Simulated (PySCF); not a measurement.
# MH for M along group 15

PBE0 with double-zeta basis sets in PySCF, for the lowest determinant that a PBE0 search found; no spin–orbit coupling. De refers to high-spin ground-configuration atoms. A positive dipole means M(−)H(+).

```tsv
M	basis	state (unpaired electrons)	Re (Å)	ωe (cm⁻¹)	De (eV)	μ (D)
N	cc-pVDZ	triplet (π ↑↑)	1.051	3251	3.52	1.53
P	def2-SVP	triplet (π ↑↑)	1.437	2373	3.15	0.65
As	aug-cc-pVDZ-PP/aug-cc-pVDZ	triplet (π ↑↑)	1.539	2156	2.83	0.11
Sb	def2-SVP	triplet (π ↑↑)	1.725	1931	2.53	-0.12
Bi	cc-pVDZ-PP/cc-pVDZ	triplet (π ↑↑)	1.804	1807	2.33	-0.63
```

The shortest bond is that of NH (1.051 Å), the longest that of BiH (1.804 Å).

The rows differ in basis set, which adds steps of its own.

Down a group the atoms grow and get heavier, so bonds lengthen and wavenumbers fall; this series shows no clear exception.

These are scalar-relativistic numbers at best; spin–orbit coupling would shift them, the dissociation energy most. States were picked by a PBE0 search and need not be the measured ground states.
